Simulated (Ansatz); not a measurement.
Ansatz (a program for electronic structure) input (PBE0/def2-QZVPP):
A basis named .json is the Basis Set Exchange file of that set.

Ansatz 0.2 input:
```yaml
crystal:
  periodic: [false, false, false]
  atoms:
    - {symbol: C, position_ang: [1.89197080, -0.33147804, -0.18909962]}
    - {symbol: Ge, position_ang: [-0.06508112, -0.06539161, -0.07450042]}
    - {symbol: O, position_ang: [-1.17119440, -0.89498806, -1.04345657]}
    - {symbol: O, position_ang: [-0.19311462, 1.76404256, -0.28218598]}
    - {symbol: O, position_ang: [-0.36337384, -0.35229283, 1.72412806]}
    - {symbol: H, position_ang: [2.24356298, -0.08245177, -1.19118382]}
    - {symbol: H, position_ang: [2.39090289, 0.31481519, 0.53497497]}
    - {symbol: H, position_ang: [2.13991369, -1.37082055, 0.03020689]}
    - {symbol: H, position_ang: [-1.00339806, 1.88128744, -0.79046181]}
    - {symbol: H, position_ang: [-1.21874759, -0.79552393, 1.74719088]}
basis:
  gaussian:
    orbitals: def2-QZVPP.json
hamiltonian:
  xc: {name: PBE0}
total_charge: -1
```

Output:

```
Functional definition: PBE0
integrals: 0.65 GiB planned
1579 factors; their error is unknown
mean field: 4.92 GiB planned
mean field evaluation 1: about -63761.1768 eV, gradient 7.5e1 eV
mean field evaluation 2: about -63737.8119 eV, gradient 1.3e2 eV
mean field evaluation 4: about -63770.8681 eV, gradient 5.2e0 eV
mean field evaluation 8: about -63770.9019 eV, gradient 3.0e-1 eV
mean field evaluation 16: about -63771.0447 eV, gradient 2.0e-4 eV
mean field -63771.04466541 eV, -2343.5426658873 hartree, gradient 2.3e-5 eV, S^2 0.000000; 0 other end points of the search recorded, 0 dependent functions left out
reference -63771.04470109 eV, -2343.5426671986 hartree; 34, 34 occupied and 433, 433 virtual orbitals, 1579 factors
Total energy: -63771.04470109 eV, -2343.5426671986 hartree
```

It need not be the lowest isomer of its formula. Whether it binds its extra electron was not tested at this geometry.
